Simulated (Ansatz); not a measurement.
CH$_{6}$FNSiTe, SMILES `NC([TeH])[SiH2]F`, relaxed with RKS PBE0-D4/def2-TZVP in the Gaussian-basis code of Ansatz from a PBE-D4/def2-SVP geometry. The force threshold is 0.005 eV/Å; the program also tests the step.

Total charge 0; spin multiplicity 1. Te takes the def2 core potential.

Start:

```xyz
11

N    -0.445   -1.473    0.541
C     0.030   -0.566   -0.414
Te   -1.574    0.760   -1.537
Si    1.151    0.843    0.152
F     2.429    0.253    1.009
H    -0.847   -1.047    1.381
H    -1.073   -2.199    0.183
H     0.453   -1.086   -1.296
H    -2.206    1.237   -0.053
H     1.694    1.544   -1.053
H     0.388    1.735    1.086
```

Question: By how much does the energy fall, and how many steps does the optimiser take? (An estimate is asked.)

Answer: Ansatz gave: 0.09 eV, in 11 steps, 1 of them rejected.

Question: Which bonds change most? (Estimate.)

Answer: Ansatz gave: C2–Te3 from 2.365 to 2.250 Å; Si4–F5 from 1.649 to 1.604 Å; Te3–H9 from 1.682 to 1.658 Å; C2–Si4 from 1.887 to 1.868 Å.

Question: Give the relaxed structure. (Estimate.)

Answer: The calculation gave: 
```xyz
11

N    -0.429   -1.473    0.537
C     0.008   -0.543   -0.432
Te   -1.568    0.659   -1.496
Si    1.131    0.830    0.154
F     2.373    0.243    0.984
H    -0.820   -1.044    1.364
H    -1.081   -2.159    0.180
H     0.462   -1.057   -1.284
H    -2.134    1.281   -0.067
H     1.674    1.548   -1.018
H     0.384    1.716    1.079
```
